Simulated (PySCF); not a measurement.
Se(Br)(SeH), HBrSe2, SMILES [SeH][Se]Br, singlet (B3LYP/def2-SVP optimised geometry):

```
4

Se    -0.893     1.150     0.000
Br    -0.873     1.812    -2.298
Se    -0.591    -1.150     0.000
H      0.893    -1.150     0.000
```

Computed with B3LYP/def2-TZVP (PySCF 2.14.0).

### Question
What are the frontier orbital energies and the dipole moment?

### Answer
HOMO-2 -8.12 eV, HOMO-1 -7.51 eV, HOMO -6.80 eV, LUMO -3.11 eV, LUMO+1 -2.07 eV; dipole moment 1.77 D.

On the same geometry PySCF 2.14.0 with PBE/def2-TZVP gives HOMO-2 -7.17 eV, HOMO-1 -6.65 eV, HOMO -5.84 eV, LUMO -3.67 eV, LUMO+1 -2.70 eV; dipole moment 1.77 D.

Meta-Löwdin charges at B3LYP/def2-TZVP: Se1 0.11, Br2 -0.17, Se3 0.00, H4 0.06.
